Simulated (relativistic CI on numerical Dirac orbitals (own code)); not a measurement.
Computed by Dirac-Coulomb-Breit CI, KLI orbitals optimised for each configuration, model QED (radiative potential, 1s self-energy scaled to tabulated hydrogen-like ionisation energies), unscaled Slater integrals (own radial code, finite nucleus).

Configuration list (outside the closed core [Ne]): 3s²3p⁶3d⁸, 3s²3p⁵3d⁹, 3s²3p⁴3d¹⁰, 3s3p⁶3d⁹, 3p⁶3d¹⁰, 3s3p⁵3d¹⁰, 3s²3p⁶3d⁷4s, 3s²3p⁶3d⁷4p, 3s²3p⁶3d⁷4d, 3s²3p⁴3d⁹4s, 3s²3p⁴3d⁹4p, 3s²3p⁵3d⁸4s, 3s²3p⁶3d⁷4f, 3s²3p⁴3d⁹4d, 3s²3p⁵3d⁸4p, 3s3p⁵3d⁹4s, 3s²3p⁶3d⁶4s², 3s3p⁵3d⁹4p, 3s²3p⁵3d⁸4d, 3s²3p⁶3d⁶4s4p, 3s3p⁶3d⁸4s, 3s3p⁵3d⁹4d, 3p⁶3d⁹4s, 3s²3p⁶3d⁷5s, 3s²3p⁶3d⁶4p², 3s²3p⁶3d⁷5p, 3s²3p⁵3d⁸4f, 3s²3p⁶3d⁶4s4d, 3s3p⁶3d⁸4p, 3p⁶3d⁹4p, 3s²3p⁶3d⁷5d, 3s²3p⁶3d⁶4p4d, 3s²3p⁵3d⁷4s², 3s²3p⁶3d⁷5f, 3p⁶3d⁹4d, 3s3p⁶3d⁸4d. Levels of other configurations are missing.

At this charge energies of transitions that change n are usually good to better than 1 %, and those within a shell (Δn = 0) to a few per cent. Terms inside the open d or f shell come out 10 to 20 % too wide with unscaled integrals.

Outline of the computed level scheme of Pm XXXVI. Lowest level of each configuration: 3s²3p⁶3d⁸ ³F4 at 0.000 eV; 3s²3p⁵3d⁹ ³F°4 at 301.209 eV; 3s3p⁶3d⁹ ³D3 at 603.755 eV; 3s²3p⁴3d¹⁰ ¹S0 at 642.553 eV; 3s3p⁵3d¹⁰ ³P°2 at 907.504 eV; 3s²3p⁶3d⁷4s ⁵F5 at 961.647 eV.

Some strong electric-dipole decays among the lowest 45 levels: 3s²3p⁵3d⁹ ¹F°3 → 3s²3p⁶3d⁸ ¹G4 (1.9e+12 s⁻¹); 3s²3p⁵3d⁹ ³D°1 → 3s²3p⁶3d⁸ ³F2 (1.7e+12 s⁻¹); 3s²3p⁴3d¹⁰ ¹D2 → 3s²3p⁵3d⁹ ¹F°3 (1.4e+12 s⁻¹); 3s²3p⁴3d¹⁰ ¹D2 → 3s²3p⁵3d⁹ ³F°3 (1.2e+12 s⁻¹); 3s3p⁶3d⁹ ³D2 → 3s²3p⁵3d⁹ ³D°3 (1.1e+12 s⁻¹); 3s²3p⁵3d⁹ ³D°3 → 3s²3p⁶3d⁸ ³F4 (1.0e+12 s⁻¹); 3s3p⁵3d¹⁰ ³P°1 → 3s3p⁶3d⁹ ³D2 (1.0e+12 s⁻¹); 3s²3p⁴3d¹⁰ ³P1 → 3s²3p⁵3d⁹ ³P°2 (9.2e+11 s⁻¹).

LS names give the leading component of a level, which can be under half, so a name can repeat, a term be missing and a line seem to break the LS rules.
